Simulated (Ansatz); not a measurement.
# Energy profile

The step: Si₂NH₇O ([NH2][SiH2][O][SiH3]) + H₂ → Si₂H₆O ([SiH3][O][SiH3]) + NH₃; bonds formed: Si1–H8, N2–H7; bonds broken: Si1–N2, H7–H8 (atoms numbered as in the saddle structure below).

Si1  (-0.302, -0.301, 1.053)
N2  (1.246, -1.265, 0.648)
O3  (-1.271, 0.010, -0.230)
Si4  (-0.999, 1.083, -1.463)
H5  (-0.037, 0.643, 2.162)
H6  (-1.087, -1.397, 1.706)
H7  (1.514, -0.176, 0.275)
H8  (0.954, 0.864, 0.145)
H9  (1.744, -1.709, 1.412)
H10  (1.139, -1.915, -0.122)
H11  (-0.765, 2.468, -0.989)
H12  (0.118, 0.639, -2.337)
H13  (-2.253, 1.057, -2.262)
(Å)

Electronic energies by CCSD(T) at an estimated basis limit (MP2 extrapolated from triple and quadruple zeta, plus CCSD(T) − MP2 in triple zeta), on PBE0-D4/def2-TZVP structures; Si$_{2}$NH$_{9}$O, singlet; no counterpoise correction. Computed with Ansatz 0.2.0 (basis: def2-TZVPP and def2-QZVPP); correlated methods freeze the cores. Extrapolation: Hartree–Fock as exp(−7.88 √X), correlation as X^−2.97.

Problem. Give the profile in eV, counted from the separated reactants. (An estimate is asked for; the value comes from the calculation.)

Solution. The calculation gives:
```tsv
point	eV
separated: Si$_{2}$NH$_{7}$O (linked as [NH2][SiH2][O][SiH3]; Si1, N2, O3, Si4, H5, H6, H9, H10, H11, H12, H13; singlet) + H$_{2}$ (H7, H8; singlet)	0.000
start structure	-0.036
saddle	2.230
end structure	0.318
separated: Si$_{2}$H$_{6}$O (linked as [SiH3][O][SiH3]; Si1, O3, Si4, H5, H6, H8, H11, H12, H13; singlet) + NH$_{3}$ (N2, H7, H9, H10; singlet)	0.502
```

The T1 diagnostic stays at or below 0.012.

For scale, one of the runs: CCSD(T)/def2-TZVPP, 272 basis functions, launched by `ansatz run in.yaml --threads 8 --pin off --events-out ev --progress --plain --max-ram 19148MiB`. The run took 64 s on 8 CPU threads of an Intel Xeon Platinum 8375C (shared host), with 6.9 GiB of host memory at its peak.
